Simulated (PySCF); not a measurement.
## Radial density of Mo+ (molybdenum, charge +1)

UHF, [Kr] 4d5, high-spin 6S determinant. Calculation: PySCF 2.14, in x2c-SVPall (6s5p5d1f, 53 functions); scalar relativity by spin-free X2C-1e.

```tsv
r (bohr)	4πr²ρ (e/bohr)	4πr²(ρα − ρβ)
0.0319	50.77	-0.0030
0.0537	44.90	-0.0031
0.0904	62.25	0.0417
0.152	54.49	0.2825
0.256	43.08	0.5852
0.430	42.76	0.1555
0.723	12.31	0.5290
1.22	10.81	2.8211
2.05	3.237	2.0973
3.44	0.3868	0.3782
5.79	0.005838	0.0056
9.74	2.154e-05	0.0000
```

Densities and radii are taken from the X2C orbitals without a picture-change correction, which distorts them close to the nucleus.

Q: Where is the radial spin density 4πr²(ρα − ρβ) most negative, and why is it negative at all?

A: Around r = 0.0537 bohr, down to -0.0031 e/bohr: exchange with the open shell polarises the paired shells in an unrestricted calculation.
